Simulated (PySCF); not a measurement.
Compound: hydrogen diatomic, H2.
SMILES: `[H][H]`

All values: CAM-B3LYP/def2-SVPD (PySCF, non-relativistic), on one gas-phase PBE0-D3(BJ)/def2-SVP geometry that isn't relaxed in the solvent. The solvent is an IEF-PCM continuum (Bondi radii, 1.10 Å for H, scaled by 1.2), and excitations are vertical TDDFT with non-equilibrium linear response and a frozen core. Only the electrostatic response of the medium enters.

Gas-phase singlets (H = HOMO, L = LUMO):

```tsv
state	E (eV)	λ (nm)	f	leading configuration
S1	12.563	99	0.420	H→L 100%
S2	14.191	87	0.394	H→L+1 99%
S3	14.191	87	0.394	H→L+2 99%
S4	16.438	75	0.000	H→L+3 99%
S5	18.050	69	0.000	H→L+4 76%
```

Question: What are the lowest 5 singlets in methanol (ε = 32.61)?

Answer: 
```tsv
state	E (eV)	λ (nm)	f	leading configuration	change by rank (eV)
S1	12.319	101	0.437	H→L 100%	-0.244
S2	13.853	89	0.397	H→L+1 72%	-0.338
S3	13.853	89	0.397	H→L+2 72%	-0.338
S4	16.457	75	0.000	H→L+3 99%	+0.019
S5	18.000	69	0.000	H→L+4 94%	-0.050
```

Question: Give the list for water (ε = 78.36), n² = 1.78.

Answer: 
| state | E (eV) | λ (nm) | f | leading configuration | change by rank (eV) |
| --- | --- | --- | --- | --- | --- |
| S1 | 12.319 | 101 | 0.437 | H→L 100% | -0.244 |
| S2 | 13.849 | 90 | 0.397 | H→L+1 68% | -0.342 |
| S3 | 13.850 | 90 | 0.397 | H→L+2 68% | -0.341 |
| S4 | 16.460 | 75 | 0.000 | H→L+3 99% | +0.022 |
| S5 | 18.001 | 69 | 0.000 | H→L+4 98% | -0.049 |

Question: The ground-state energy changes by -0.009 eV from gas to water. By how much does the total energy of gas-phase S1 change?

Answer: E(S1) = E(S0) + excitation energy, so it changes by -0.009 − 0.244 = -0.253 eV: it is lowered more than the ground state, which is what a red shift means. This is the vertical state, with the slow part of the continuum still set for S0.

Question: How do the frontier levels move from gas to water?

Answer: 
```
orbital  gas (eV)  solvent (eV)  change (eV)
 LUMO+2      4.85          4.92        +0.07
 LUMO+1      4.85          4.92        +0.07
   LUMO      2.60          2.80        +0.20
   HOMO    -13.40        -13.29        +0.11
```

The HOMO–LUMO gap goes from 16.00 to 16.09 eV.

The run took 0.1 s of wall time on an Arm Neoverse V2 with one thread, no GPU, on a shared host. This is the whole response run at CAM-B3LYP/def2-SVPD in water, SCF included.
